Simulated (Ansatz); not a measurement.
`C/[C]([GaH2])=C\[S][AlH2]` + CH₃OH → `C[O][GaH2]` + `C/C=C\[S][AlH2]`  (ligand exchange at a Ga–C bond)

Isolated molecules relaxed with PBE0-D4/def2-TZVP in Ansatz; ΔE leaves out vibrations. CCSD(T)/CBS adds triple-zeta CCSD(T) − MP2 to the extrapolated MP2 energy (def2 sets, frozen cores). This one scheme is used for every species. Double bonds are as drawn, so ΔE can hold a change between cis and trans. DFT in def2-TZVPP. For Ga outer-core shells are correlated without core-valence functions, which leaves a few kJ/mol of doubt a bond. Scalar relativity is left out up to krypton. Each species was taken in one conformer, which may not be the lowest.

```
       level  ΔE (kcal/mol)
      PBE-D4          -16.1
HF/CBS(def2)          -19.6
```

(1) What does CCSD(T)/CBS give? (Best estimate.)

Largest T1 diagnostic among the species: 0.015.

Results:

(1) Computed: -15.8 kcal/mol. The listed levels differ from it by -0.3, -3.8 kcal/mol.

The D4 term adds +2.1 kcal/mol with B3LYP and +1.2 kcal/mol with PBE0; it sums over pairs of atoms, weighted by their polarisabilities, and B3LYP, whose exchange is more repulsive, gets the larger term. In def2-TZVPP, CCSD(T) changes the Hartree–Fock value by +2.4 kcal/mol (the triples alone add +0.3 kcal/mol) and MP2 by +2.5 kcal/mol.

B3LYP here is the variant with VWN-RPA as its local correlation; programs differ in this.
